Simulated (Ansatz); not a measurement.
Input and output for C$_{2}$H$_{8}$MoN$_{2}$O, SMILES `C[O][Mo]([CH3])(=[NH])=[NH]`.

```yaml
crystal:
  periodic: [false, false, false]
  atoms:
    - {symbol: C, position_ang: [-2.165539, 1.252231, -0.359516]}
    - {symbol: O, position_ang: [-0.994175, 0.602285, -0.766539]}
    - {symbol: Mo, position_ang: [0.609499, 0.058245, 0.026393]}
    - {symbol: C, position_ang: [0.841823, -2.033457, -0.169005]}
    - {symbol: N, position_ang: [2.009557, 0.710921, -0.744753]}
    - {symbol: N, position_ang: [0.627681, 0.331835, 1.734388]}
    - {symbol: H, position_ang: [-3.022891, 0.771578, -0.840038]}
    - {symbol: H, position_ang: [-2.139574, 2.301845, -0.669557]}
    - {symbol: H, position_ang: [-2.296040, 1.204855, 0.726668]}
    - {symbol: H, position_ang: [0.849543, -2.283317, -1.233569]}
    - {symbol: H, position_ang: [1.772110, -2.378774, 0.283035]}
    - {symbol: H, position_ang: [0.000437, -2.527983, 0.324107]}
    - {symbol: H, position_ang: [2.848576, 1.258244, -0.869055]}
    - {symbol: H, position_ang: [1.059012, 0.731482, 2.557450]}
basis:
  gaussian: {orbitals: x2c-TZVPPall}
hamiltonian: {xc: {name: HF}}
accuracy: high
output: {forces: true}
```

```sh
$ ansatz run in.yaml --threads 4 --pin off --events-out ev --progress --plain --max-ram 11315MiB
```

It prints (some lines left out):

```
Functional definition: HF
6092 factors; integrals over basis functions are off by at most 7.5e-8 eV
mean field evaluation 1: about -117286.9887 eV, gradient 7.4e1 eV
mean field evaluation 2: about -117287.2477 eV, gradient 7.4e1 eV
mean field evaluation 4: about -117296.6873 eV, gradient 1.5e1 eV
mean field evaluation 8: about -117297.1564 eV, gradient 1.2e0 eV
mean field evaluation 16: about -117297.1633 eV, gradient 2.3e-8 eV
mean field -117297.16328735 eV, -4310.5912439372 hartree, gradient 2.5e-8 eV, S^2 0.000000; 0 other end points of the search recorded, 0 dependent functions left out
reference -117297.16328735 eV, -4310.5912439372 hartree; 42, 42 occupied and 304, 304 virtual orbitals, 6092 factors
Total energy: -117297.16328735 eV, -4310.5912439372 hartree
Relativity: scalar
Atom 0 at    -2.165539     1.252231    -0.359516 Å, force    -0.268976     0.065913    -0.072948 eV/Å
Atom 1 at    -0.994175     0.602285    -0.766539 Å, force     0.006274     0.003858     0.303904 eV/Å
Atom 2 at     0.609499     0.058245     0.026393 Å, force     1.182074     1.158024     0.725096 eV/Å
Atom 3 at     0.841823    -2.033457    -0.169005 Å, force     0.017294    -0.499306    -0.067279 eV/Å
Atom 4 at     2.009557     0.710921    -0.744753 Å, force    -0.570589    -0.104917     0.431465 eV/Å
Atom 5 at     0.627681     0.331835     1.734388 Å, force     0.185390     0.111336    -0.726126 eV/Å
Atom 6 at    -3.022891     0.771578    -0.840038 Å, force     0.302238     0.180743     0.186309 eV/Å
Atom 7 at    -2.139574     2.301845    -0.669557 Å, force     0.016335    -0.390332     0.122509 eV/Å
Atom 8 at    -2.296040     1.204855     0.726668 Å, force     0.073179     0.010588    -0.408192 eV/Å
Atom 9 at     0.849543    -2.283317    -1.233569 Å, force    -0.018830     0.026719     0.315276 eV/Å
Atom 10 at     1.772110    -2.378774     0.283035 Å, force    -0.297623     0.102460    -0.144653 eV/Å
Atom 11 at     0.000437    -2.527983     0.324107 Å, force     0.247245     0.098594    -0.168616 eV/Å
Atom 12 at     2.848576     1.258244    -0.869055 Å, force    -0.589426    -0.428245     0.116704 eV/Å
Atom 13 at     1.059012     0.731482     2.557450 Å, force    -0.284585    -0.335436    -0.613449 eV/Å
Dipole moment:    -0.041378     0.166955     0.175215 e Å
```

Run time 57 s (4 threads of an Arm Neoverse V2 on a shared host); peak host memory 4.1 GiB.
